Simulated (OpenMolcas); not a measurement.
## Computed transition rates of Tl+

* Program: OpenMolcas
* Method: CASSCF
* Basis: ANO-RCC-VTZP [8s7p5d3f2g]
* Scalar Hamiltonian: X2C, point nucleus
* Active space: 2 electrons in 4 orbitals (6s 6p)
* State averaging: 2S+1 = 3 even, 3 roots; 2S+1 = 1 even, 7 roots; 2S+1 = 3 odd, 3 roots; 2S+1 = 1 odd, 3 roots
* Spin-orbit coupling: RASSI with atomic mean-field integrals over the reference wave functions, term energies averaged over their components

Rates come from the transition moments of the reference wave functions (E1 and E2 in the length form). At fixed line strength A goes as λ^-3 for E1 and M1 and as λ^-5 for E2, so a rate at the computed wavelength can be rescaled to the measured one. Measured vacuum wavelengths follow from level energies in NIST Handbook of Basic Atomic Spectroscopic Data. Branching counts decays inside the model space alone, at computed energies, and the table is only a selection of the E2 and M1 lines, drawn from those between levels with measured partners whose computed energy lies within a factor of 1.5 of the measured one.

```json
{"Upper": "6s 6p 3P* 2", "Lower": "6s 6p 3P* 1", "Type": "M1", "λ computed (nm)": "1458", "λ measured (nm)": "1071", "A computed (s-1)": "4.31e+00", "A rescaled (s-1)": "1.09e+01", "Branching %": "96.7"}
{"Upper": "6s 6p 3P* 2", "Lower": "6s 6p 3P* 1", "Type": "E2", "λ computed (nm)": "1458", "λ measured (nm)": "1071", "A computed (s-1)": "4.24e-02", "A rescaled (s-1)": "1.98e-01", "Branching %": "1.0"}
{"Upper": "6s 6p 3P* 2", "Lower": "6s 6p 3P* 0", "Type": "E2", "λ computed (nm)": "1038", "λ measured (nm)": "814.6", "A computed (s-1)": "1.05e-01", "A rescaled (s-1)": "3.53e-01", "Branching %": "2.3"}
```

The largest correction is for 6s 6p 3P* 2 → 6s 6p 3P* 1 (E2): 4.24e-02 × (1458 / 1071)^5 = 1.98e-01 s-1, a factor of 4.68.

No measured rate stands beside these. Rescaling mends the energy factor alone: line strengths can still be far off where a level mixes with configurations outside the active space, and weak or spin-changing lines hang on small mixing coefficients that depend on the term gaps too, so rescaling need not improve them.

Spin-orbit splittings of 6p shells tend to come out small when the coupling is added on scalar orbitals. Measured partners are found by configuration, term and J. A level has none where our copy of the source lacks it or the pairing is in doubt (some pairs that miss far off the trend of their configuration count as doubtful). Levels of configurations outside the active space are missing.

* marks odd parity.
